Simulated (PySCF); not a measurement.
# Radial density of O⁺ (oxygen, charge +1)

UHF, [He] 2s2 2p3, high-spin 4S determinant. Calculation: PySCF 2.14, in def2-SVP (3s2p1d, 14 functions); no relativity, point nucleus.

```json
{"r (bohr)": "0.00336", "4πr²ρ (e/bohr)": "0.03992", "4πr²(ρα − ρβ)": "0.0002"}
{"r (bohr)": "0.00566", "4πr²ρ (e/bohr)": "0.1114", "4πr²(ρα − ρβ)": "0.0005"}
{"r (bohr)": "0.00951", "4πr²ρ (e/bohr)": "0.3035", "4πr²(ρα − ρβ)": "0.0013"}
{"r (bohr)": "0.0160", "4πr²ρ (e/bohr)": "0.7831", "4πr²(ρα − ρβ)": "0.0033"}
{"r (bohr)": "0.0269", "4πr²ρ (e/bohr)": "1.846", "4πr²(ρα − ρβ)": "0.0077"}
{"r (bohr)": "0.0453", "4πr²ρ (e/bohr)": "3.922", "4πr²(ρα − ρβ)": "0.0165"}
{"r (bohr)": "0.0762", "4πr²ρ (e/bohr)": "6.794", "4πr²(ρα − ρβ)": "0.0339"}
{"r (bohr)": "0.128", "4πr²ρ (e/bohr)": "8.601", "4πr²(ρα − ρβ)": "0.0964"}
{"r (bohr)": "0.215", "4πr²ρ (e/bohr)": "6.534", "4πr²(ρα − ρβ)": "0.3847"}
{"r (bohr)": "0.362", "4πr²ρ (e/bohr)": "3.266", "4πr²(ρα − ρβ)": "1.1990"}
{"r (bohr)": "0.610", "4πr²ρ (e/bohr)": "3.851", "4πr²(ρα − ρβ)": "2.4668"}
{"r (bohr)": "1.03", "4πr²ρ (e/bohr)": "4.028", "4πr²(ρα − ρβ)": "2.2760"}
{"r (bohr)": "1.72", "4πr²ρ (e/bohr)": "1.268", "4πr²(ρα − ρβ)": "0.6817"}
{"r (bohr)": "2.90", "4πr²ρ (e/bohr)": "0.1093", "4πr²(ρα − ρβ)": "0.0710"}
{"r (bohr)": "4.88", "4πr²ρ (e/bohr)": "0.0001548", "4πr²(ρα − ρβ)": "0.0001"}
```
